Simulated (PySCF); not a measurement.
Problem. Give a PBE0-D3(BJ)/def2-SVP geometry of InChI=1S/BH6NO3Si/c2-6-5-1(3)4/h3-4H,2,6H2.

Solution. 
```
atom  x, y, z in Å
N1    -2.0064    0.5563    0.4145
Si2   -1.1723   -0.7719   -0.2817
O3     0.4406   -0.9330    0.1805
B4     1.4021    0.0305    0.1628
O5     1.0806    1.3050   -0.2171
O6     2.6882   -0.2578    0.5173
H7    -1.6902    1.4913    0.1763
H8    -2.3087    0.5128    1.3813
H9    -1.8357   -2.0223    0.1737
H10   -1.1924   -0.6316   -1.7637
H11    1.8514    1.8806   -0.2069
H12    2.7782   -1.1870    0.7499
```

Any rigid rotation of these coordinates is as good. Atoms count from 1 in this order. Of the pairs four or more bonds apart, O5···H7 is among the closest relative to their van der Waals radii: 2.80 Å, 103 % of the sum of Bondi's values. O5 (boron-bound oxygen) is bent (angle 111.5°). N1 (silicon-bound nitrogen) has angles 119.9°, 117.8° and 110.9°, sum 348.6°, 0.23 Å off the plane of its three neighbours. Si2 (oxygen-bound silicon) is distorted tetrahedral (angles from 105.2° to 115.3°).

Bonds between heavy atoms (Å): N1–Si2 1.716, Si2–O3 1.686, O3–B4 1.361, B4–O5 1.368, B4–O6 1.365.

The calculation used PySCF, PBE0-D3(BJ)/def2-SVP geometry optimisation, gas phase.

Point group: C1 (no symmetry element, even within 0.4 Å). No frequency check. The numbers are those of one conformer (H–N1–Si2–O3 64° and -76°, N1–Si2–O3–B4 -50°, Si2–O3–B4–O5 3°, O3–B4–O5–H -179°, O3–B4–O6–H 1°).
